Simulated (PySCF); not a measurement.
C3H7NSi.
Bonds: C1–N2 (double), N2–Si3, Si3–C4, C4–C5, Si3–C5. Hydrogens: H6, H7 on C1; H8 on Si3; H9, H10 on C4; H11, H12 on C5.

Computed, not measured: PBE0-D3(BJ)/def2-SVP geometry optimisation, gas phase in PySCF.

**Question.** Give the optimised bond lengths and angles.

**Answer.** 
```csv
bond,length (pm)
C1=N2,126.3
N2–Si3,173.9
"Si3–C4, Si3–C5",185.2
C4–C5,154.2
C1–H6,111.2
C1–H7,110.6
Si3–H8,149.0
"C4–H9, C5–H11",109.5
"C4–H10, C5–H12",109.6
```

Bonds in one row agree within 1 pm and their mean is given. A selection of angles:
```csv
angle,degrees
N2–C1–H6,124.7
N2–C1–H7,120.3
H6–C1–H7,115.0
C1–N2–Si3,126.9
N2–Si3–C4,115.8
N2–Si3–H8,117.2
C4–Si3–C5,49.2
C4–Si3–H8,120.7
Si3–C4–C5,65.4
Si3–C4–H9,117.8
Si3–C4–H10,119.6
C5–C4–H9,116.4
C5–C4–H10,116.8
H9–C4–H10,112.9
```

Dihedral angles: C1–N2–Si3–C4 153° (antiperiplanar); N2–Si3–C4–C5 103° (anticlinal); N2–Si3–C5–C4 -103° (anticlinal).

The 3-membered ring Si3–C4–C5 has internal angles of 49.2° to 65.4°. N2 (C=N nitrogen) is bent (angle 126.9°). Si3 (SiH silicon) has angles from 49.2° to 120.7°.

Point group: Cs (tolerance 0.08 Å). PBE0-D3(BJ)/def2-SVP frequencies: not computed here. The numbers are those of one conformer.

Hardware: Arm Neoverse V1, one thread, shared host with 32 logical CPUs at a one-minute load of 12. Cost: 32 s wall, 0.44 GiB resident at most. This is the geometry optimisation.
